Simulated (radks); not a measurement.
Ce3+, 55 electrons, occupied as [Xe] 4f1. Method: non-relativistic Kohn-Sham, TPSS, spin-polarised, spherical densities, point nucleus; open shells are filled with parallel spins first (spin-orbit coupling, left out, can overturn this in heavy ions); meta-GGA in the generalised Kohn-Sham scheme; relativity is left out, which matters for an element this heavy; computed with a radial shooting solver on a logarithmic mesh with Libxc functionals. Some entries of the table are withheld. Estimate them.

orbital  occ.  eigenvalue (Ry)  <1/r> (bohr^-1)  <r> (bohr)
1s up       1        -2819.187            57.48     0.02617
1s down     1        -2819.187            57.48     0.02617
2s down     1        -439.8040            13.27      0.1121
2s up       1        -439.8039            13.27      0.1121
2p down     3        -415.8628            13.29     0.09528
2p up       3        -415.8627            13.29     0.09528
3s up       1        -96.12214            4.928      0.2932
3s down     1        -96.10181            4.929      0.2931
3p up       3        -85.77165            4.856      0.2832
3p down     3        -85.75202            4.857      0.2832
3d up       5        -66.57589            4.736      0.2543
3d down     5        -66.55994            4.736      0.2542
4s up       1        -20.78002            2.078      0.6676
4s down     1        -20.72271            2.078      0.6675
4p up       3        -16.91205            1.985      0.6879
4p down     3        -16.85263            1.985      0.6879
4d up       5        -10.14987            1.780      0.7410
4d down     5        -10.08709            1.780      0.7411
5s up       1         -4.44316           0.8332       1.571
5s down     1         -4.41211           0.8296       1.576
5p up       3              (1)           0.7483       1.735
5p down     3              (2)           0.7446       1.742
4f up       1         -2.35896            1.285       1.004
4f down     0         -2.29914            1.280       1.011

Answer. 
(1) 5p up eigenvalue (Ry): -3.36872
(2) 5p down eigenvalue (Ry): -3.34317
